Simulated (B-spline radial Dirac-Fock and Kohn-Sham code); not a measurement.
## How the levels of palladium move as electrons are removed

Level of theory: Dirac-Fock ΔSCF + Breit + QED; a radial atomic solver. Each ion is free and in its tabulated ground configuration. Correlation energy is missing from these numbers.

Reference: Pd¹²⁺, [Ar] 3d10 4s2 4p4, with L1 (2s) 3895.5 eV, L2 (2p1/2) 3616.6 eV, M4 (3d3/2) 614.3 eV, M5 (3d5/2) 608.8 eV, N1 (4s) 329.9 eV. Shifts from it, in eV (a dash: the subshell is empty, belongs to an open shell averaged over j, or its hole state is left out as unreliable):

```csv
ion,configuration,L1 (2s),L2 (2p1/2),M4 (3d3/2),M5 (3d5/2),N1 (4s)
Pd¹³⁺,[Ar] 3d10 4s2 4p3,+33.4,–,+31.4,+31.4,+23.6
Pd¹⁴⁺,[Ar] 3d10 4s2 4p2,+67.7,+68.0,+63.5,+63.5,+47.6
Pd¹⁵⁺,[Ar] 3d10 4s2 4p1,+103.0,+103.5,+96.5,+96.4,+72.1
Pd¹⁶⁺,[Ar] 3d10 4s2,?,?,?,?,?
```

**Question.** Give the missing shifts for Pd¹⁶⁺.

**Answer.** L1 (2s) +139.2, L2 (2p1/2) +140.0, M4 (3d3/2) +130.2, M5 (3d5/2) +130.1, N1 (4s) +97.0 (eV).

Values without a named source are computed, but for edge energies of neutral atoms, which are taken from tables.
